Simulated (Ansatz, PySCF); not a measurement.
Al(Cl)2(SMe) (CH₃AlCl₂S), SMILES C[S][Al]([Cl])[Cl].

Coordinates come from a B3LYP-D3(BJ)/def2-SVP optimisation. One conformer was computed; it need not be the lowest.

Vertical ionisation energy (IE) and electron affinity (EA) in eV. Rows of orbital energies are one-electron estimates. Where ΔSCF, EOM or ADC give a negative EA the extra electron is unbound and the value depends on the basis.

```json
[
 {"level": "−ε(HOMO), −ε(LUMO), M06-2X/def2-TZVP (PySCF)", "IE": "8.77", "EA": "0.36"},
 {"level": "−ε(HOMO), −ε(LUMO), PBE/def2-TZVP (PySCF)", "IE": "6.41", "EA": "1.81"},
 {"level": "ΔSCF, CAM-B3LYP/def2-SVPD (Ansatz), final states of multiplicity 2 and 2", "IE": "9.82", "EA": "-0.12"},
 {"level": "ΔSCF, PBE/def2-SVPD (Ansatz), final states of multiplicity 2 and 2", "IE": "?", "EA": "?"}
]
```

### Question
What belongs in the gaps? (An estimate is asked for; the answer gives what the named calculation found.)

### Answer

- ΔSCF, PBE/def2-SVPD (Ansatz, a first-principles code), final states of multiplicity 2 and 2, IE: 9.57
- ΔSCF, PBE/def2-SVPD (Ansatz), final states of multiplicity 2 and 2, EA: 0.10

### Question
What vertical singlet–triplet gap does ΔSCF give with CAM-B3LYP/def2-SVPD (Ansatz) and with PBE/def2-SVPD (Ansatz)? (The exact figures need the calculation; the answer reports its results.)

### Answer
5.19 and 4.80 eV (triplet above singlet where positive).
